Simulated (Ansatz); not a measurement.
Geometry optimisation, RKS B3LYP-D4/def2-SVP (Ansatz 0.2.0).

Input file:

```yaml
crystal:
  periodic: [false, false, false]
  atoms:
    - { symbol: Ta, position_ang: [-0.604084, 0.465934, 0.114438] }
    - { symbol: F, position_ang: [2.152546, -0.914736, 0.612751] }
    - { symbol: Cl, position_ang: [-0.651902, 0.673905, 2.457175] }
    - { symbol: Cl, position_ang: [0.188311, 0.895283, -2.056711] }
    - { symbol: Cl, position_ang: [-2.616894, 1.538337, -0.221317] }
    - { symbol: "N", position_ang: [-0.685022, -1.465106, 0.005207] }
    - { symbol: H, position_ang: [0.147174, -2.033699, 0.177339] }
    - { symbol: H, position_ang: [-1.49458, -2.031694, -0.245363] }
    - { symbol: H, position_ang: [0.935715, 1.311366, 0.444597] }
    - { symbol: H, position_ang: [2.243835, 0.009511, 0.667584] }
basis:
  gaussian: { orbitals: def2-SVP }
hamiltonian:
  xc: b3lyp
  dispersion: d4
relax:
  f_tol: 0.03
  max_steps: 50
output:
  orbitals: {}
```

Launched with:

```bash
$ ansatz run input.yaml --threads 4 --pin off --max-ram 5120MiB --backend cpu --events-out ev --progress --plain --runs-dir out
```

Task: Where does it end, and by what steps?

Result: The forces met the threshold. After 8 steps the energy has fallen by 0.110 eV; F2 moved furthest, 0.42 Å. Joined: Ta1–F2 (3.12 → 2.52 Å).

| step | energy less start (eV) | largest force component (eV/Å) | accepted |
| --- | --- | --- | --- |
| 0 | 0.0000 | 0.439 | yes |
| 1 | -0.0417 | 0.384 | yes |
| 2 | -0.0788 | 0.414 | yes |
| 3 | -0.0773 | 0.441 | no |
| 4 | -0.1005 | 0.147 | yes |
| 5 | -0.1049 | 0.165 | yes |
| 6 | -0.1085 | 0.278 | yes |
| 7 | -0.1099 | 0.044 | yes |
| 8 | -0.1105 | 0.027 | yes |

```xyz
10
Properties=species:S:1:pos:R:3
Ta -0.436 0.400 0.145
F 1.795 -0.713 0.530
Cl -0.545 0.625 2.488
Cl 0.347 0.851 -2.032
Cl -2.475 1.411 -0.208
N -0.649 -1.528 0.006
H 0.077 -2.234 0.114
H -1.559 -1.945 -0.192
H 1.007 1.385 0.479
H 2.052 0.196 0.626
```

Whether the end is a true minimum wasn't checked by a vibrational analysis.

Time of the run: 30 s on 4 threads of Intel(R) Xeon(R) Platinum 8488C (Sapphire Rapids) (shared host), peak memory 0.4 GiB.
